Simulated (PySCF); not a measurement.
Field gradients at the hydrogen positions

Species: C5H10F3P.
Geometry (GFN2-xTB, Å), atoms numbered from 1 in this order:
```xyz
19
C5H10F3P angstrom
C      2.176    1.337    0.671
P      1.219   -0.226    0.927
C      1.809   -1.142   -0.572
C     -0.402    0.406    0.233
C     -1.463   -0.689    0.208
C     -2.787   -0.145   -0.285
F     -3.740   -1.090   -0.329
F     -3.264    0.839    0.492
F     -2.701    0.362   -1.527
H      3.231    1.133    0.845
H      2.042    1.726   -0.337
H      1.846    2.079    1.394
H      1.667   -0.556   -1.479
H      1.277   -2.087   -0.657
H      2.867   -1.364   -0.447
H     -0.252    0.809   -0.773
H     -0.738    1.219    0.882
H     -1.176   -1.502   -0.462
H     -1.620   -1.098    1.208
```

Level: PBE0/pcSseg-1 (PySCF, non-relativistic); Q(2H) = 0.00286 b; rigid geometry, the same for H and D, with no vibrational averaging.

**Question.** Give the electric field gradient Vzz (the principal value of largest size), its asymmetry and the 2H coupling at each hydrogen.

**Answer.** 
```csv
atom,bonded to,bond length (Å),Vzz (au),η,χzz (kHz)
H10,C1,1.088,0.3170,0.01,213
H11,C1,1.089,0.3142,0.00,211
H12,C1,1.088,0.3172,0.01,213
H13,C3,1.089,0.3144,0.00,211
H14,C3,1.088,0.3180,0.01,214
H15,C3,1.088,0.3176,0.01,213
H16,C4,1.094,0.2994,0.03,201
H17,C4,1.093,0.3007,0.03,202
H18,C5,1.092,0.2990,0.05,201
H19,C5,1.092,0.2974,0.04,200
```

One conformer (not necessarily the lowest) at the GFN2-xTB geometry, without solvent, vibrations or thermal averaging. GFN2-xTB bond lengths can be off by several hundredths of an ångström, more for odd bonds, and the gradients follow them. With so small a basis the couplings can be 20 % off.
